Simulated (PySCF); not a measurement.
# UHF on Ar²⁺ (argon, charge +2)

Configuration: [Ne] 3s2 3p4, high-spin 3P determinant. Computed with PySCF 2.14 in aug-cc-pV(T+d)Z with one added diffuse shell each of s, p, d, f type (7s6p5d3f, 71 functions), with the non-relativistic Hamiltonian (point nucleus).

```json
{"Total energy": "-525.309120 hartree", "One-electron energy": "-709.6003 hartree", "Hartree (Coulomb) energy": "213.7639 hartree", "Exchange energy": "-29.4727 hartree", "Kinetic energy": "525.23993 hartree", "⟨S²⟩": "2.0099", "⟨L²⟩": "2.034", "Sum of ⟨r⟩": "11.82 bohr", "Sum of ⟨r²⟩": "15.71 bohr²", "Traceless quadrupole moment −½Σ⟨3z² − r²⟩ along its main axis": "-1.01 e·bohr²", "Density at the nucleus (Gaussians lack the cusp)": "3790 bohr⁻³", "Spin density at the nucleus": "0.413 bohr⁻³", "Langevin diamagnetic susceptibility": "-12.4 ×10⁻⁶ cm³/mol"}
```

| shell | electrons | mean orbital energy (eV) | spread (eV) | rms radius, mean of both spins (bohr) |
| --- | --- | --- | --- | --- |
| 1s α | 1 | -3258.8 | 0 | 0.0998 |
| 1s β | 1 | -3257.9 | 0 | 0.0998 |
| 2s α | 1 | -365.69 | 0 | 0.448 |
| 2s β | 1 | -364.84 | 0 | 0.448 |
| 2p α | 3 | -291.08 | 0.926 | 0.417 |
| 2p β | 3 | -289.56 | 0.701 | 0.417 |
| 3s α | 1 | -63.621 | 0 | 1.44 |
| 3s β | 1 | -55.692 | 0 | 1.44 |
| 3p α | 3 | -43.564 | 2.576 | 1.59 |
| 3p β | 1 | -40.438 | 0 | 1.59 |

Spin-orbit constants ζ (cm⁻¹) from the X2C one-electron operator on these orbitals (non-relativistic here): bare nucleus, nucleus screened by l(l+1)(2l+1)/3 electrons, and screened by the Breit-Pauli mean field of the electrons.

```csv
shell,bare,screened nucleus,mean field
2p,12870,11440,10780
3p,1204,1070,997.7
```

To first order the Landé constant is A = -498.9 cm⁻¹, so the lowest level has J = 2 and lies 0.0619 eV below the centre of the term. This holds in LS coupling only.
